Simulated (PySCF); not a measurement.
Radial density of Si(3+) (silicon, charge +3)

UHF, [Ne] 3s1, 2S determinant. Calculation: PySCF 2.14, in aug-cc-pCVQZ-DK; the spin-free X2C one-electron Hamiltonian (Gaussian nucleus).

```json
{"r (bohr)": "0.00179", "4πr²ρ (e/bohr)": "0.07913", "4πr²(ρα − ρβ)": "0.0003"}
{"r (bohr)": "0.00301", "4πr²ρ (e/bohr)": "0.2080", "4πr²(ρα − ρβ)": "0.0008"}
{"r (bohr)": "0.00506", "4πr²ρ (e/bohr)": "0.5379", "4πr²(ρα − ρβ)": "0.0020"}
{"r (bohr)": "0.00851", "4πr²ρ (e/bohr)": "1.345", "4πr²(ρα − ρβ)": "0.0050"}
{"r (bohr)": "0.0143", "4πr²ρ (e/bohr)": "3.167", "4πr²(ρα − ρβ)": "0.0117"}
{"r (bohr)": "0.0241", "4πr²ρ (e/bohr)": "6.721", "4πr²(ρα − ρβ)": "0.0243"}
{"r (bohr)": "0.0405", "4πr²ρ (e/bohr)": "11.93", "4πr²(ρα − ρβ)": "0.0403"}
{"r (bohr)": "0.0682", "4πr²ρ (e/bohr)": "15.75", "4πr²(ρα − ρβ)": "0.0420"}
{"r (bohr)": "0.115", "4πr²ρ (e/bohr)": "13.46", "4πr²(ρα − ρβ)": "0.0100"}
{"r (bohr)": "0.193", "4πr²ρ (e/bohr)": "9.571", "4πr²(ρα − ρβ)": "0.0162"}
{"r (bohr)": "0.324", "4πr²ρ (e/bohr)": "13.19", "4πr²(ρα − ρβ)": "0.1401"}
{"r (bohr)": "0.546", "4πr²ρ (e/bohr)": "12.13", "4πr²(ρα − ρβ)": "0.0598"}
{"r (bohr)": "0.918", "4πr²ρ (e/bohr)": "3.410", "4πr²(ρα − ρβ)": "0.1078"}
{"r (bohr)": "1.54", "4πr²ρ (e/bohr)": "0.8130", "4πr²(ρα − ρβ)": "0.6674"}
{"r (bohr)": "2.60", "4πr²ρ (e/bohr)": "0.2621", "4πr²(ρα − ρβ)": "0.2618"}
{"r (bohr)": "4.37", "4πr²ρ (e/bohr)": "0.005690", "4πr²(ρα − ρβ)": "0.0057"}
```

Densities and radii are taken from the X2C orbitals without a picture-change correction, which distorts them close to the nucleus.
